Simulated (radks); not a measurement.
Task: The mean radii <r> (bohr) of the occupied orbitals of an atom or ion are listed with their occupations. All-electron calculation, Dirac Kohn-Sham, LB94 model potential, spin-unpolarised, spherical densities, finite nucleus; Fermi nuclear charge, rms radius of each element as measured or else 0.836 A^(1/3) + 0.57 fm. Program: a radial shooting solver on a logarithmic mesh with Libxc functionals.

orbital  occ.      <r>
1s1/2       2  0.03035
2s1/2       2   0.1301
2p1/2       2   0.1102
2p3/2       4   0.1153
3s1/2       2   0.3343
3p1/2       2   0.3212
3p3/2       4   0.3300
3d3/2       3   0.2918

Name the element and its charge. Open shells, if any, fill j = l - 1/2 first.

Result: Z = 48, cadmium, charge +27: Cd27+ in [Ar] 3d3. The 1s radius gives Z: for a bare nucleus <r> = (2 gamma + 1)/(2Z) with gamma = sqrt(1 - (Z/c)^2), 0.02993 bohr for Z = 48, and screening makes it slightly larger (0.03035 here). The occupations add up to 21, and the charge is Z minus that.
